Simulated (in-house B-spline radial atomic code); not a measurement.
Inner-shell binding energies (edges) and X-ray emission energies of free atoms and ions, as differences of relaxed hole-state energies with first-order Breit, QED and recoil terms, without correlation or multiplet splittings, in NIST's listed ground configurations. For neutral atoms such line energies lie within some 1 to 5 eV of tabulated X-ray lines (up to 20 eV for the heaviest). Removing outer electrons raises all edges nearly alike, so lines move far less than edges. K = 1s, L1 = 2s. A dash marks a subshell that is part filled or wasn't run, or a line left out. Computed with a B-spline radial code for spherical atoms: Dirac-Hartree-Fock, average of the configuration, finite nuclei.

```csv
ion,configuration,K edge (eV),L1 edge (eV)
V,[Ar] 3d3 4s2,5476.64,641.04
V+,[Ar] 3d4,5479.02,642.21
V2+,[Ar] 3d3,5495.51,659.46
V3+,[Ar] 3d2,?,?
V4+,[Ar] 3d1,5538.64,704.44
V5+,[Ne] 3s2 3p6,?,?
V6+,[Ne] 3s2 3p5,5596.69,760.94
V7+,[Ne] 3s2 3p4,5630.72,792.05
```

Question: Fill in the row of V3+.

Answer: K edge (eV): 5515.53; L1 edge (eV): 680.37.

Question: Fill in the row of V5+.

Answer: K edge (eV): 5564.61; L1 edge (eV): 731.37.
